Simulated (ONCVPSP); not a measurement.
ytterbium (Yb): ONCV pseudisation with LDA (Perdew-Zunger), non-relativistic reference atom.

```json
{
 "Element": "Yb (Z = 70)",
 "Generator": "ONCVPSP 4.0.1",
 "Type": "optimised norm-conserving Vanderbilt (ONCV)",
 "Functional": "LDA (Perdew-Zunger)",
 "Relativity": "non-relativistic",
 "Frozen core": "[Kr] 4d10 5s2",
 "Valence charge": "22",
 "Reference configuration": "4f14 5p6 6s2",
 "Partial waves": "6s: rc 3.65 bohr, ncon 3, nbas 6, qcut 1.5 1/bohr, 3 projectors, debl 2.1 Ha; 5p: rc 2.20 bohr, ncon 4, nbas 8, qcut 5.1 1/bohr, 2 projectors, debl 2.1 Ha; d scattering state at 0.28 Ha: rc 3.80 bohr, ncon 4, nbas 7, qcut 3 1/bohr, 2 projectors, debl 0.6 Ha; 4f: rc 1.25 bohr, ncon 4, nbas 9, qcut 13.8 1/bohr, 1 projector",
 "Local potential": "polynomial inside 1.25 bohr (lpopt 5, dvloc0 0 Ha)",
 "Core correction": "polynomial model core, fcfact 0.3"
}
```

In the d channel the program set the typed energies aside and used -0.059, 0.541 Ha.

Q: Does the generator finish with these settings?

A: Yes, a potential is produced and its reference levels are reproduced.

Q: Estimate the cutoffs (Ha) at which the residual kinetic energy of the hardest occupied pseudo-wave falls to 1 and 0.1 mHa per electron.

A: 83 Ha and 90 Ha.

Q: What does a ghost test show?

A: Ghosts flagged at negative energy: s at -58.3 eV; GHOST(+) flagged for s at 121.3 eV, d at 469.2 eV. A true bound ghost makes a file unfit for plane-wave use.

Q: Which valence shell sets the plane-wave cutoff?

A: 4f: 83 Ha for 1 mHa per electron, against 8 Ha for 5p.

Tests left out (the all-electron energies of this program are off by 10 to 40 meV for near-neutral 4f atoms).
